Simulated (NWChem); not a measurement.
# Atomisation of C2H2F2OSi

```
C
F 1 1.3199
C 1 1.3483 2 129.95
O 3 1.3897 1 108.49 2 -178.15
H 3 1.0945 1 133.41 2 0.39
Si 4 1.7166 3 89.00 5 -173.66
F 6 1.6103 4 112.67 3 -122.03
H 6 1.4771 7 106.90 4 125.79
```
Charge 0, spin multiplicity 1.

Everything below was run with NWChem. The geometry was optimised at PBE0/def2-SVP, a minimum by its harmonic frequencies. It is one conformer; others weren't searched.

Basis set: def2-SVP. The atomisation energy is electronic alone: no zero-point, thermal, spin-orbit or counterpoise terms. No value is extrapolated to the basis-set limit. Free atoms are single determinants with multiplicities F 2, C 3, O 3, Si 3, H 2.

B3LYP has NWChem's definition, with VWN1-RPA local correlation. The structure started from a generated list of species. No SCF solution was tested for a lower state. Open-shell Hartree-Fock references start from PBE0 orbitals.

Q: One of these methods gave an atomisation energy of 558.0 kcal/mol. Which?
A) B3LYP
B) HF
C) PBE0
D) BP86

A: B, HF. The others give 815.6 (PBE0), 806.2 (B3LYP), 843.5 (BP86).
